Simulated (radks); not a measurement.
Spherical quantum dot in the effective-mass picture: electrons in a hard-walled sphere of radius 10.7, with a point charge +1 (a donor) at the centre, all in effective atomic units (hartree* = m*/eps^2 hartree, bohr* = eps/m* bohr), one dielectric constant everywhere. Method: non-relativistic Kohn-Sham, PBE, spin-polarised, spherical densities; computed with a radial shooting solver with Libxc functionals. Levels are named by radial order and angular momentum (1s, 1p, 1d, 2s, ...), and open shells are averaged over m. Results are scaled to m* = 0.043 and eps = 6.3, for which hartree* = 29.48 meV and bohr* = 7.753 nm.

N = 4, configuration 1s2 1p(up 2, down 0). This is the lowest configuration that the search found (a dilute case). Occupied levels:

level,occupation,eigenvalue (meV),<r> (nm)
1s down,1,8.5813,17.16
1s up,1,9.2752,32.11
1p up,2,10.736,54.32

Energy (meV): total 0.0367026, kinetic 20.070, external -46.440, Hartree 44.570, exchange-correlation -18.163.
